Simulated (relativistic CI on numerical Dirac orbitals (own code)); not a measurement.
Computed by Dirac-Coulomb-Breit CI, orbitals from a KLI potential per configuration, model QED, unscaled Slater integrals (own radial code, finite nucleus).

Configurations in the expansion (outside the closed core [Ne]): 3s²3p⁶3d⁶, 3s²3p⁵3d⁷, 3s²3p⁴3d⁸, 3s3p⁶3d⁷, 3s²3p⁶3d⁵4s, 3p⁶3d⁸, 3s²3p⁶3d⁵4p, 3s²3p⁶3d⁵4d, 3s3p⁵3d⁸, 3s²3p⁶3d⁴4s², 3s²3p⁶3d⁴4s4p, 3s²3p⁶3d⁵4f, 3s²3p⁶3d⁵5s, 3s²3p⁶3d⁴4p², 3s²3p⁵3d⁶4s, 3s²3p⁶3d⁵5p, 3s²3p⁶3d⁴4s4d, 3s²3p⁴3d⁷4s, 3s²3p⁶3d⁵5d, 3s²3p⁵3d⁶4p, 3s²3p⁶3d⁴4p4d, 3s²3p⁴3d⁷4p, 3s²3p⁶3d⁵5g, 3s²3p⁶3d⁵6s, 3s²3p⁶3d⁵6d, 3s3p⁶3d⁶4s, 3s3p⁶3d⁵4s², 3p⁶3d⁷4s, 3p⁶3d⁷4p, 3p⁶3d⁷4d, 3s3p⁶3d⁶5s. Levels of other configurations are missing.

At this charge energies of transitions that change n are usually good to better than 1 %, and those within a shell (Δn = 0) to a few per cent. Terms inside the open d or f shell come out 10 to 20 % too wide with unscaled integrals.

Outline of the computed level scheme of Kr XIII. Lowest level of each configuration: 3s²3p⁶3d⁶ ⁵D4 at 0.000 eV; 3s²3p⁵3d⁷ ⁵G°6 at 108.221 eV.

Some strong electric-dipole decays among the lowest 45 levels: 3s²3p⁵3d⁷ ⁵F°5 → 3s²3p⁶3d⁶ ⁵D4 (5.1e+10 s⁻¹); 3s²3p⁵3d⁷ ³D°3 → 3s²3p⁶3d⁶ ³P2 (1.3e+10 s⁻¹); 3s²3p⁵3d⁷ ³D°2 → 3s²3p⁶3d⁶ ⁵D1 (7.0e+09 s⁻¹); 3s²3p⁵3d⁷ ⁵G°3 → 3s²3p⁶3d⁶ ⁵D2 (6.0e+09 s⁻¹); 3s²3p⁵3d⁷ ⁵G°2 → 3s²3p⁶3d⁶ ⁵D1 (5.9e+09 s⁻¹); 3s²3p⁵3d⁷ ⁵D°4 → 3s²3p⁶3d⁶ ⁵D3 (5.7e+09 s⁻¹); 3s²3p⁵3d⁷ ⁵G°4 → 3s²3p⁶3d⁶ ⁵D3 (4.4e+09 s⁻¹); 3s²3p⁵3d⁷ ⁵G°2 → 3s²3p⁶3d⁶ ⁵D2 (4.0e+09 s⁻¹).

LS names give the leading component of a level, which can be under half, so a name can repeat, a term be missing and a line seem to break the LS rules.
